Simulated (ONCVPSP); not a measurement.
## V, ONCV: configuration errors across variants

vanadium (V), optimised norm-conserving Vanderbilt (ONCV), made with ONCVPSP 4.0.1 (PBE, non-relativistic). Core [Ne], reference 3s2 3p6 3d3 4s2. Waves: 3s+4s: rc 1.40 bohr, ncon 4, nbas 8, qcut 6.9 1/bohr, 2 projectors; 3p: rc 1.25 bohr, ncon 4, nbas 8, qcut 9.7 1/bohr, 1 projector; 3d: rc 2.20 bohr, ncon 4, nbas 8, qcut 7.5 1/bohr, 1 projector; f scattering state at 0.37 Ha: rc 2.35 bohr, ncon 4, nbas 7, qcut 5.4 1/bohr, 2 projectors, debl 1.4 Ha. Local part: polynomial inside 1.00 bohr (lpopt 5, dvloc0 -1 Ha). Core correction: Teter function fitted to the true core (icmod 2), fcfact 0.7.

All-electron excitation energies from the reference (eV): (1) 3s2 3p6 3d3 4s1 7.659; (2) 3s2 3p6 3d3 4s0 21.831; (3) 3s2 3p6 3d2 4s0 50.899; (4) 3s1 3p6 3d3 4s2 76.360.

Errors AE − PS in meV (a dash: test not solved or not reliable):

| change | (1) | (2) | (3) | (4) | bound ghosts | GHOST(+) flags above zero |
| --- | --- | --- | --- | --- | --- | --- |
| base | +0.7 | -2.1 | +97 | -465 | none | f |
| d: rc 1.54 | +0.4 | +0.6 | +28 | -248 | none | f |
| d: rc 1.86 | +0.7 | +1.5 | +55 | -348 | none | f |
| d: rc 2.12 | +0.8 | -0.7 | +86 | -438 | none | f |
| d: rc 2.24 | +0.7 | -3.1 | +104 | -479 | none | f |
| d: rc 2.46 | +0.1 | -10 | +142 | -552 | none | f |
| d: rc 2.64 | -0.5 | -18 | +179 | -607 | none | f |
| d: rc 2.86 | -1.7 | -33 | +243 | -686 | none | f |
| d: rc 3.02 | -2.5 | -44 | +286 | -727 | none | f |
| d: rc 3.24 | -1.8 | -35 | +248 | -691 | none | f |

Problem. Give the same row for: d: rc 1.7.

Solution. +0.6, +1.4, +40, -299; bound ghosts: none; GHOST(+) flags above zero: f.
